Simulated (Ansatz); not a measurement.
This geometry of FH2SeSi (5 atoms, charge 0, multiplicity 2) is a first-order saddle point.

Level of theory: UKS PBE0-D4/def2-SVP in Ansatz.

```xyz
5
Properties=species:S:1:pos:R:3
F -0.625 -1.286 1.379
Si -0.650 -0.235 0.134
Se 1.469 0.558 -0.155
H -1.129 -1.041 -1.038
H 0.984 1.931 -0.361
```

Which two structures does it join? (They come from a converged band through this point; their orientation in space is the band's.)

No bond is made or broken. The dihedral F1–Si2–Se3–H5 goes from -179 to -66°.

Initial state:

```xyz
5
Properties=species:S:1:pos:R:3
F -0.582 -1.442 1.329
Si -0.682 -0.217 0.260
Se 1.408 0.699 0.205
H -1.056 -0.823 -1.066
H 0.962 1.709 -0.770
```

Final state:

```xyz
5
Properties=species:S:1:pos:R:3
F -0.549 -0.986 1.427
Si -0.739 -0.236 -0.008
Se 1.176 0.722 -0.760
H -1.065 -1.281 -1.032
H 1.227 1.708 0.332
```

How far does it lie above each of them?

0.015 eV above the first and 0.076 eV above the second. This is the barrier of this one path; another mechanism may lie lower.

The run took 80 s on 2 threads of Arm Neoverse V2, with other jobs on the host, peak memory 0.2 GiB.
